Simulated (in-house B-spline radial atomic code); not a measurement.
Inner levels of platinum as electrons are removed. A shift is the extra binding of the orbital against the neutral atom ([Xe] 4f14 5d9 6s1). Computed with a radial B-spline atomic code at the basis-set limit: non-relativistic Hartree-Fock, average of the configuration, point nuclei.

This level leaves out relativity, spin-orbit splitting included, which matters for heavy ions.

```tsv
ion	configuration	shift of 4d (eV)	shift of 4s (eV)	shift of 3s (eV)	radius of 4d (bohr)	radius of 4s (bohr)	radius of 3s (bohr)	Σ<r²> (bohr²)	change of density at nucleus (bohr⁻³)
Pt32+	[Kr] 4d10	1063	1071.83	1207.76	0.41471	0.42194	0.20487	4.3118	111.88
Pt33+	[Kr] 4d9	?	?	?	?	?	?	?	?
Pt34+	[Kr] 4d8	?	?	?	?	?	?	?	?
Pt35+	[Kr] 4d7	1227.51	1230.72	1405.63	0.40547	0.41585	0.20428	3.6083	264.16
Pt36+	[Kr] 4d6	1283.57	1284.74	1473.26	0.40256	0.41385	0.20407	3.3864	317.4
Pt37+	[Kr] 4d5	1340.24	1339.29	1541.7	0.3997	0.41186	0.20385	3.1705	371.86
Pt38+	[Kr] 4d4	1397.52	1394.36	1610.97	0.39688	0.40988	0.20362	2.9603	427.56
Pt39+	[Kr] 4d3	1455.4	1449.96	1681.05	0.39411	0.40792	0.2034	2.7556	484.49
```

**Question.** Fill in the row of Pt33+.

**Answer.** shift of 4d (eV): 1117.22; shift of 4s (eV): 1124.26; shift of 3s (eV): 1272.88; radius of 4d (bohr): 0.41143; radius of 4s (bohr): 0.4199; radius of 3s (bohr): 0.20468; Σ<r²> (bohr²): 4.0707; change of density at nucleus (bohr⁻³): 161.41.

**Question.** Fill in the row of Pt34+.

**Answer.** shift of 4d (eV): 1172.06; shift of 4s (eV): 1177.22; shift of 3s (eV): 1338.84; radius of 4d (bohr): 0.40842; radius of 4s (bohr): 0.41787; radius of 3s (bohr): 0.20448; Σ<r²> (bohr²): 3.8363; change of density at nucleus (bohr⁻³): 212.17.
